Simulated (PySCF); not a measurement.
**UHF on Br²⁺ (bromine, charge +2)**

Configuration: [Ar] 3d10 4s2 4p3, high-spin 4S determinant. Calculation: PySCF 2.14, in 6-31G* (5s4p3d, 32 functions); no relativity, point nucleus.

```json
{"Total energy": "-2570.945459 hartree", "One-electron energy": "-3550.6995 hartree", "Hartree (Coulomb) energy": "1068.7847 hartree", "Exchange energy": "-89.0307 hartree", "Kinetic energy": "2570.02131 hartree", "⟨S²⟩": "3.7506", "⟨L²⟩": "0.000", "Sum of ⟨r⟩": "20.71 bohr", "Sum of ⟨r²⟩": "25.37 bohr²", "Density at the nucleus (Gaussians lack the cusp)": "27800 bohr⁻³", "Spin density at the nucleus": "0.293 bohr⁻³", "Langevin diamagnetic susceptibility": "-20.1 ×10⁻⁶ cm³/mol", "Time after the integrals": "0.07 s of wall time on 1 thread of Neoverse-V1 (shared host)"}
```

| shell | electrons | mean orbital energy (eV) | rms radius, mean of both spins (bohr) |
| --- | --- | --- | --- |
| 1s α | 1 | -13359.8 | 0.0506 |
| 1s β | 1 | -13359.4 | 0.0506 |
| 2s α | 1 | -1799.4 | 0.210 |
| 2s β | 1 | -1799.2 | 0.210 |
| 2p α | 3 | -1618.8 | 0.185 |
| 2p β | 3 | -1618.4 | 0.185 |
| 3s α | 1 | -293.55 | 0.598 |
| 3s β | 1 | -292.75 | 0.598 |
| 3p α | 3 | -228.47 | 0.612 |
| 3p β | 3 | -227.39 | 0.612 |
| 3d α | 5 | -111.78 | 0.649 |
| 3d β | 5 | -111.21 | 0.649 |
| 4s α | 1 | -52.158 | 1.75 |
| 4s β | 1 | -42.535 | 1.75 |
| 4p α | 3 | -35.229 | 1.98 |
